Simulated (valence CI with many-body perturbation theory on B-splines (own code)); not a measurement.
# E1 transitions of Ir XLV

Method: valence CI with perturbative core correlation (CI+MBPT): five valence electrons over a frozen Dirac-Fock core [Ar] 3d10, a basis of 9 s, 9 p, 8 d, 6 f, 3 g, 1 h functions for each j, with the one-electron correlation potential Σ1 (screened to all orders), the two-electron term Σ2, the three-electron term Σ3, Breit, model QED; selected single and double excitations, second order for the rest (own B-spline code, finite nucleus).

No measured spectrum was set against this ion. As an estimate, large intervals hold to a few tenths of a per cent, small ones and those within an open d or f shell to about a per cent. Among the levels kept, up to 310 cm⁻¹ of a level comes from second order outside the variational space, and about a tenth of that is noise between levels of different J, which matters for small intervals.

Lines 151 to 200 of 209 in falling wavelength, among levels below 32.041 Ry, chosen from the strongest by gf and those to the six lowest levels. Wavelengths and rates use the calculated energies. Electric multipoles are in the length gauge, E1 and E2 with the static RPA response of the core. Weak lines are less certain than strong ones. Lines between different terms over intervals too small for the method are left out, as are lines whose strength nearly cancels. The highest levels of a list are the least certain.

Levels are named by their leading jj configuration (3d3/2^4 stands for four electrons in 3d with j = 3/2), which in mixed levels can hold well under half, so a name can repeat and another be missing. Letters in brackets count levels of one name in rising energy.

```
λ vac (nm)                               Upper                       Lower   A (s⁻¹)  S (a.u.)
     5.606        (4s 4p1/2 4p3/2^3) J=3/2 [a]  (4s^2 4p1/2 4p3/2^2) J=5/2  4.55e+10  1.58e-02
     5.565  (4s 4p1/2^2 4p3/2 4d5/2) J=3/2 [a]  (4s^2 4p1/2^2 4d5/2) J=5/2  8.33e+10  2.83e-02
     5.514  (4s 4p1/2^2 4p3/2 4d5/2) J=7/2 [a]  (4s^2 4p1/2^2 4d5/2) J=5/2  7.49e+10  4.96e-02
     5.463        (4s 4p1/2 4p3/2^3) J=3/2 [a]  (4s^2 4p1/2 4p3/2^2) J=3/2  6.38e+11  2.05e-01
     5.422  (4s 4p1/2^2 4p3/2 4d3/2) J=3/2 [b]  (4s^2 4p1/2^2 4d3/2) J=3/2  2.89e+11  9.10e-02
     5.410            (4s 4p1/2 4p3/2^3) J=5/2  (4s^2 4p1/2 4p3/2^2) J=5/2  6.80e+11  3.19e-01
     5.334  (4s 4p1/2^2 4p3/2 4d5/2) J=7/2 [b]  (4s^2 4p1/2^2 4d5/2) J=5/2  3.26e+11  1.95e-01
     5.330            (4s 4p1/2 4p3/2^3) J=1/2  (4s^2 4p1/2 4p3/2^2) J=1/2  7.67e+11  1.15e-01
     5.314          (4s 4p1/2^2 4p3/2^2) J=1/2  (4s^2 4p1/2^2 4p3/2) J=3/2  3.27e+11  4.85e-02
     5.313        (4s 4p1/2 4p3/2^3) J=3/2 [b]  (4s^2 4p1/2 4p3/2^2) J=1/2  3.14e+11  9.31e-02
     5.277            (4s 4p1/2 4p3/2^3) J=5/2  (4s^2 4p1/2 4p3/2^2) J=3/2  8.16e+08  3.55e-04
     5.268          (4s 4p1/2^2 4p3/2^2) J=3/2  (4s^2 4p1/2^2 4p3/2) J=3/2  6.43e+11  1.86e-01
     5.230  (4s 4p1/2^2 4p3/2 4d3/2) J=1/2 [b]  (4s^2 4p1/2^2 4d3/2) J=3/2  5.79e+11  8.18e-02
     5.199  (4s 4p1/2^2 4p3/2 4d5/2) J=3/2 [b]  (4s^2 4p1/2^2 4d5/2) J=5/2  3.39e+11  9.42e-02
     5.161  (4s 4p1/2^2 4p3/2 4d3/2) J=5/2 [b]  (4s^2 4p1/2^2 4d3/2) J=3/2  9.52e+11  3.88e-01
     5.152        (4s 4p1/2 4p3/2^3) J=3/2 [b]  (4s^2 4p1/2 4p3/2^2) J=5/2  9.40e+11  2.54e-01
     5.046            (4s 4p1/2 4p3/2^3) J=1/2  (4s^2 4p1/2 4p3/2^2) J=3/2  5.89e+11  7.47e-02
     5.032        (4s 4p1/2 4p3/2^3) J=3/2 [b]  (4s^2 4p1/2 4p3/2^2) J=3/2  1.57e+10  3.95e-03
     4.998      (4s 4p1/2^2 4p3/2 4d5/2) J=5/2  (4s^2 4p1/2^2 4d3/2) J=3/2  9.33e+08  3.45e-04
     4.897  (4s 4p1/2^2 4p3/2 4d5/2) J=3/2 [a]  (4s^2 4p1/2^2 4d3/2) J=3/2  1.77e+10  4.09e-03
     4.660      (4s 4p1/2^2 4p3/2 4d5/2) J=1/2  (4s^2 4p1/2^2 4d3/2) J=3/2  9.85e+09  9.84e-04
     4.611  (4s 4p1/2^2 4p3/2 4d5/2) J=3/2 [b]  (4s^2 4p1/2^2 4d3/2) J=3/2  1.27e+07  2.45e-06
     4.501  (4s^2 4p1/2 4p3/2 4d3/2) J=5/2 [a]  (4s^2 4p1/2^2 4p3/2) J=3/2  2.80e+09  7.55e-04
     4.494  (4s^2 4p1/2 4p3/2 4d3/2) J=3/2 [a]  (4s^2 4p1/2^2 4p3/2) J=3/2  6.46e+10  1.16e-02
     4.490  (4s^2 4p1/2 4p3/2 4d3/2) J=1/2 [a]  (4s^2 4p1/2^2 4p3/2) J=3/2  3.43e+09  3.07e-04
     4.382      (4s^2 4p3/2^2 4d3/2) J=3/2 [a]  (4s^2 4p1/2 4p3/2^2) J=1/2  1.31e+11  2.17e-02
     4.370          (4s^2 4p3/2^2 4d3/2) J=1/2  (4s^2 4p1/2 4p3/2^2) J=1/2  2.61e+10  2.15e-03
     4.272      (4s^2 4p3/2^2 4d3/2) J=3/2 [a]  (4s^2 4p1/2 4p3/2^2) J=5/2  4.77e+11  7.34e-02
     4.259          (4s^2 4p3/2^2 4d3/2) J=5/2  (4s^2 4p1/2 4p3/2^2) J=5/2  9.73e+11  2.23e-01
     4.230          (4s^2 4p3/2^2 4d3/2) J=7/2  (4s^2 4p1/2 4p3/2^2) J=5/2  1.53e+12  4.58e-01
     4.208      (4s^2 4p3/2^2 4d3/2) J=3/2 [b]  (4s^2 4p1/2 4p3/2^2) J=1/2  1.54e+12  2.27e-01
     4.188      (4s^2 4p3/2^2 4d3/2) J=3/2 [a]  (4s^2 4p1/2 4p3/2^2) J=3/2  1.38e+12  2.00e-01
     4.179  (4s^2 4p1/2 4p3/2 4d3/2) J=5/2 [b]  (4s^2 4p1/2^2 4p3/2) J=3/2  1.93e+12  4.16e-01
     4.177          (4s^2 4p3/2^2 4d3/2) J=1/2  (4s^2 4p1/2 4p3/2^2) J=3/2  1.78e+12  1.28e-01
     4.177          (4s^2 4p3/2^2 4d3/2) J=5/2  (4s^2 4p1/2 4p3/2^2) J=3/2  6.90e+11  1.49e-01
     4.159  (4s^2 4p1/2 4p3/2 4d3/2) J=3/2 [b]  (4s^2 4p1/2^2 4p3/2) J=3/2  2.49e+12  3.54e-01
     4.148          (4s^2 4p3/2^2 4d5/2) J=1/2  (4s^2 4p1/2 4p3/2^2) J=1/2  3.79e+08  2.67e-05
     4.145  (4s^2 4p1/2 4p3/2 4d3/2) J=1/2 [b]  (4s^2 4p1/2^2 4p3/2) J=3/2  2.05e+12  1.44e-01
     4.106      (4s^2 4p3/2^2 4d3/2) J=3/2 [b]  (4s^2 4p1/2 4p3/2^2) J=5/2  1.40e+09  1.91e-04
     4.092          (4s^2 4p3/2^2 4d5/2) J=7/2  (4s^2 4p1/2 4p3/2^2) J=5/2  3.73e+10  1.01e-02
     4.078  (4s^2 4p1/2 4p3/2 4d5/2) J=3/2 [a]  (4s^2 4p1/2^2 4p3/2) J=3/2  4.44e+09  5.94e-04
     4.038  (4s^2 4p1/2 4p3/2 4d5/2) J=5/2 [a]  (4s^2 4p1/2^2 4p3/2) J=3/2  4.35e+10  8.48e-03
     4.029      (4s^2 4p3/2^2 4d3/2) J=3/2 [b]  (4s^2 4p1/2 4p3/2^2) J=3/2  3.33e+10  4.30e-03
     3.974          (4s^2 4p3/2^2 4d5/2) J=1/2  (4s^2 4p1/2 4p3/2^2) J=3/2  1.17e+10  7.26e-04
     3.897          (4s^2 4p3/2^2 4d5/2) J=5/2  (4s^2 4p1/2 4p3/2^2) J=5/2  1.37e+08  2.40e-05
     3.862  (4s^2 4p1/2 4p3/2 4d5/2) J=5/2 [b]  (4s^2 4p1/2^2 4p3/2) J=3/2  7.04e+10  1.20e-02
     3.835  (4s^2 4p1/2 4p3/2 4d5/2) J=3/2 [b]  (4s^2 4p1/2^2 4p3/2) J=3/2  2.53e+10  2.82e-03
     3.827          (4s^2 4p3/2^2 4d5/2) J=5/2  (4s^2 4p1/2 4p3/2^2) J=3/2  1.64e+08  2.72e-05
     3.820      (4s^2 4p1/2 4p3/2 4d5/2) J=1/2  (4s^2 4p1/2^2 4p3/2) J=3/2  1.80e+10  9.89e-04
     3.664        (4s 4p1/2 4p3/2^3) J=3/2 [a]  (4s^2 4p1/2^2 4p3/2) J=3/2  1.05e+08  1.02e-05
```
